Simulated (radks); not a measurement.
Results of a calculation; reference values are marked as such.
Problem. Radial electron density D(r) = 4 pi r^2 rho(r) of an atom or ion with 23 electrons. Code: a radial shooting solver on a logarithmic mesh with Libxc functionals. Model: Dirac Kohn-Sham, LDA (Slater exchange, Perdew-Wang correlation), spin-unpolarised, spherical densities, finite nucleus; Fermi nuclear charge, rms radius of each element as measured or else 0.836 A^(1/3) + 0.57 fm.

r (bohr)  D(r) (e/bohr)
0.005475          2.886
0.006273          3.631
0.007187          4.543
0.008234          5.648
0.009433          6.970
0.01089           8.630
0.01248           10.46
0.0143            12.53
0.01638           14.83
0.01877           17.31
0.0215            19.87
0.02464           22.40
0.02823           24.74
0.0326            26.79
0.03735           28.13
0.04279           28.74
0.04902           28.51
0.05616           27.51
0.06434           25.94
0.07372           24.17
0.08446           22.70
0.09754           22.02
0.1117            22.57
0.128             24.33
0.1467            26.90
0.168             29.51
0.1925            31.17
0.2206            31.02
0.2527            28.65
0.2919            24.08
0.3344            18.89
0.3831            14.23
0.4389            11.24
0.5028            10.36
0.5761            11.12
0.66              12.46
0.7562            13.24
0.8733            12.72
1                 10.97
1.146             8.518
1.313             6.012
1.505             3.922
1.724             2.435
1.975             1.510
2.263            0.9883
2.613            0.6931
2.994            0.5292
3.43             0.4068
3.929            0.2975
4.502            0.1981
5.158            0.1158
5.909           0.05778
6.77            0.02391
7.819          0.007436
8.958          0.001924
10.26         0.0003793

What is the nuclear charge?

Solution. Z = 24. The innermost maximum, from 1s, lies near gamma/Z bohr with gamma = sqrt(1 - (Z/c)^2) = 0.985, here 0.041 bohr (found: 0.0442), and its height grows with Z. The density is that of the chromium ion Cr+ in [Ar] 3d4 4p1; the configuration itself is not fixed sharply by these data, and Z only to about a unit. D(r) has 3 maxima, at r = 0.0442, 0.204, 0.775 bohr, and minima at 0.0983, 0.499 bohr, inside which lie 2.13, 10.56 electrons.
